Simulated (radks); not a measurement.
Values are calculated unless marked as measured or tabulated.
The cerium ion Ce4+, 54 electrons, occupied as [Xe].

Level of theory: scalar-relativistic Kohn-Sham, r2SCAN, spin-polarised, spherical densities, finite nucleus; meta-GGA in the generalised Kohn-Sham scheme; Fermi nuclear charge, rms radius 4.8771 fm (a radial shooting solver on a logarithmic mesh with Libxc functionals).

Energy parts (eV):
total: -241049.93
kinetic: 255493.04
electron-nucleus: -581491.27
Hartree: 90618.09
exchange-correlation: -5669.78

Orbitals (lengths in bohr, moments of r in powers of bohr):
\begin{tabular}{lrrrr}
orbital & occ. & eigenvalue (eV) & <r^4> & <1/r> \\ \hline
1s & 2 & -40377.18 & 1.778e-06 & 63.33 \\
2s & 2 & -6522.058 & 0.0002933 & 14.61 \\
2p & 6 & -5842.505 & 0.0002150 & 13.83 \\
3s & 2 & -1447.995 & 0.01184 & 5.316 \\
3p & 6 & -1230.646 & 0.01240 & 5.027 \\
3d & 10 & -922.1205 & 0.01035 & 4.759 \\
4s & 2 & -331.3507 & 0.3002 & 2.214 \\
4p & 6 & -259.6817 & 0.3909 & 2.046 \\
4d & 10 & -156.0787 & 0.6391 & 1.793 \\
5s & 2 & -79.8817 & 8.271 & 0.9019 \\
5p & 6 & -60.6156 & 13.21 & 0.7958 \\
\end{tabular}

The highest occupied level is 5p at -60.616 eV. The electron density at the nucleus is 3.976e+05 e/bohr^3 (large components only). Summed over all electrons, <r^2> = 34.77 bohr^2, which gives a Langevin (diamagnetic) susceptibility term of -27.5 x 10^-6 cm^3/mol.
